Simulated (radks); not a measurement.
The numbers below are computed, except where a source is named.
Spherical jellium clusters: N electrons in a uniform positive sphere of charge N and radius rs N^(1/3), rs = 5.22 bohr. Level of theory: non-relativistic Kohn-Sham, LDA (Slater exchange, Perdew-Wang correlation), spin-polarised, spherical densities (a radial shooting solver with Libxc functionals). Levels are named by radial order and angular momentum (1s, 1p, 1d, 2s, ...), and open shells are averaged over m.

N = 22, configuration 1s2 1p6 1d10 2s2 1f(up 2, down 0). This is the lowest configuration that the search found. Occupied and some empty levels:

| level | occupation | eigenvalue (eV) | <r> (bohr) |
|---|---|---|---|
| 1s up | 1 | -3.7425 | 9.538 |
| 1s down | 1 | -3.6795 | 9.342 |
| 1p up | 3 | -3.3588 | 10.79 |
| 1p down | 3 | -3.2783 | 10.71 |
| 1d up | 5 | -2.8257 | 11.69 |
| 1d down | 5 | -2.7364 | 11.67 |
| 2s up | 1 | -2.3882 | 8.955 |
| 2s down | 1 | -2.3516 | 9.057 |
| 1f up | 2 | -2.1721 | 12.47 |
| 1f down | 0 | -2.0798 | 12.48 |
| 2p up | 0 | -1.6096 | 10.91 |
| 2p down | 0 | -1.5685 | 10.95 |
| 1g up | 0 | -1.4223 | 13.24 |
| 1g down | 0 | -1.3318 | 13.29 |
| 2d up | 0 | -0.86484 | 13.17 |
| 2d down | 0 | -0.82123 | 13.25 |

Energy (eV): total -40.0508, kinetic 23.715, external -1074.9, Hartree 535.34, exchange-correlation -64.439, background 540.26.

Electron density:

| r (bohr) | n(r) (e/bohr^3) |
|---|---|
| 0.460 | 0.002426 |
| 2.19 | 0.002181 |
| 3.93 | 0.001787 |
| 5.66 | 0.001549 |
| 7.39 | 0.001645 |
| 9.13 | 0.001924 |
| 10.9 | 0.001948 |
| 12.6 | 0.001425 |
| 14.3 | 0.0006715 |
| 16.1 | 0.0002136 |
| 17.8 | 0.00005327 |
| 19.5 | 0.00001176 |
| 21.3 | 2.422e-06 |
| 23.0 | 4.770e-07 |
